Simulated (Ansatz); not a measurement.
C₃H₈AlBr, singlet, at a GFN2-xTB geometry (such geometries of metal compounds can be far from the true shape); Ansatz (a first-principles code) with R2SCAN/def2-SVPD.

Here is a job for Ansatz.
Ansatz 0.2 input:
```yaml
crystal:
  periodic: [false, false, false]
  atoms:
    - {symbol: Al, position_ang: [0.34677907, 0.84861657, -0.19770475]}
    - {symbol: Br, position_ang: [-0.10728358, -1.03230849, 0.99830232]}
    - {symbol: C, position_ang: [1.52312118, 2.17306840, 0.69586960]}
    - {symbol: H, position_ang: [2.51257925, 1.75657992, 0.92102547]}
    - {symbol: H, position_ang: [1.10994074, 2.49794909, 1.65872984]}
    - {symbol: H, position_ang: [1.68441510, 3.07343044, 0.09605261]}
    - {symbol: C, position_ang: [-0.49379740, 0.96256801, -2.01560439]}
    - {symbol: C, position_ang: [-1.19407295, -0.34027734, -2.44325558]}
    - {symbol: H, position_ang: [0.26290664, 1.22828517, -2.76779352]}
    - {symbol: H, position_ang: [-1.22246488, 1.78563264, -2.05369600]}
    - {symbol: H, position_ang: [-1.97257545, -0.61632949, -1.73079142]}
    - {symbol: H, position_ang: [-0.48288731, -1.16574208, -2.49140529]}
    - {symbol: H, position_ang: [-1.65662137, -0.23317806, -3.42459902]}
basis:
  gaussian:
    orbitals: def2-SVPD
hamiltonian:
  xc: r2scan
```

**Question.** Write the output that Ansatz gives for this input, abridged.

**Answer.** 
```
Functional definition: r2SCAN
1687 factors; their error is unknown
mean field evaluation 1: about -79857.6399 eV, gradient 7.4e1 eV
mean field evaluation 2: about -79843.4891 eV, gradient 9.9e1 eV
mean field evaluation 4: about -79871.4792 eV, gradient 6.6e0 eV
mean field evaluation 8: about -79871.4942 eV, gradient 2.7e-1 eV
mean field evaluation 16: about -79871.4944 eV, gradient 1.6e-5 eV
mean field -79871.49436957 eV, -2935.2232792384 hartree, gradient 1.6e-5 eV, S^2 0.000000; 0 other end points of the search recorded, 0 dependent functions left out
reference -79871.49439024 eV, -2935.2232799979 hartree; 37, 37 occupied and 152, 152 virtual orbitals, 1687 factors
Total energy: -79871.49439024 eV, -2935.2232799979 hartree
```
